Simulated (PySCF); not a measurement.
C₂H₆F₂Si, SMILES C[SiH2]C(F)F. Geometry optimised at PBE-D3(BJ)/def2-SVP. One conformer was computed; it need not be the lowest.

Computed equilibrium geometry at PBE-D3(BJ)/def2-SVP (PySCF confirms it by a frequency run) as bond lengths and angles, and its point group (one conformer of several):
point group Cs.
Atoms: C1 Si2 C3 F4 F5 H6 H7 H8 H9 H10 H11. Bond lengths (Å): C1–Si2 1.881, C1–H6 1.108, C1–H7 1.108, C1–H8 1.108, Si2–C3 1.934, Si2–H9 1.504, Si2–H10 1.504, C3–F4 1.381, C3–F5 1.381, C3–H11 1.116. Angles (°): Si2–C1–H6 109.8, Si2–C1–H7 111.8, Si2–C1–H8 109.8, H6–C1–H7 108.7, H6–C1–H8 108.1, H7–C1–H8 108.7, C1–Si2–C3 106.9, C1–Si2–H9 112.3, C1–Si2–H10 112.3, C3–Si2–H9 107.9, C3–Si2–H10 107.9, H9–Si2–H10 109.2, Si2–C3–F4 108.6, Si2–C3–F5 108.6, Si2–C3–H11 116.3, F4–C3–F5 107.9, F4–C3–H11 107.5, F5–C3–H11 107.5.
